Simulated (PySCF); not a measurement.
A structure optimised at PBE-D3(BJ)/def2-SVP, used in a PySCF frequency run:

```xyz
11

Si     0.6400     0.4155     0.0000
F      1.0353    -0.4817     1.3080
F      1.0353    -0.4817    -1.3080
C     -1.1970     0.7353     0.0000
C     -2.0453    -0.5464     0.0000
H      1.5017     1.6372     0.0000
H     -1.4252     1.3679    -0.8866
H     -1.4252     1.3679     0.8866
H     -3.1300    -0.3181     0.0000
H     -1.8309    -1.1675    -0.8929
H     -1.8309    -1.1675     0.8929
```
Charge 0, spin multiplicity 1.

**Question.** Write its SMILES, formula and point group.

**Answer.** CC[SiH](F)F, C2H6F2Si, Cs

**Question.** What are its rotational constants (standard atomic weights)?

**Answer.** 5.0033, 2.8944, 2.4066 GHz
